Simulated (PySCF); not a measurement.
**Correlation energy of Se⁺ (selenium, charge +1)**

[Ar] 3d10 4s2 4p3, high-spin 4S determinant. Calculation: PySCF 2.14, in def2-TZVP (6s5p4d1f, 48 functions); the non-relativistic Hamiltonian (point nucleus). Frozen: [Ar] 3d10; 5 electrons correlated.

MP2 pair energies summed by pair of shells (mhartree):

```
 pair  energy  share (%)
4s-4p  -50.33       66.4
4p-4p  -16.61       21.9
4s-4s   -8.88       11.7
```

Total MP2 correlation energy: -75.83 mhartree.

Same-spin part -19.86 and opposite-spin part -55.97 mhartree; SCS-MP2 scales them by 1/3 and 6/5 to -73.78 mhartree.

| level | correlation energy (mhartree) |
| --- | --- |
| CCSD | -90.64 |
| (T) | -2.63 |
| CCSD(T) | -93.27 |

Diagnostics: T1 = 0.0020, D1 = 0.0046, largest double amplitude 0.052.

Cost of the coupled-cluster step: 0.52 s of wall time on 1 thread of Intel(R) Xeon(R) Platinum 8375C CPU @ 2.90GHz (shared host), for 5 correlated electrons.
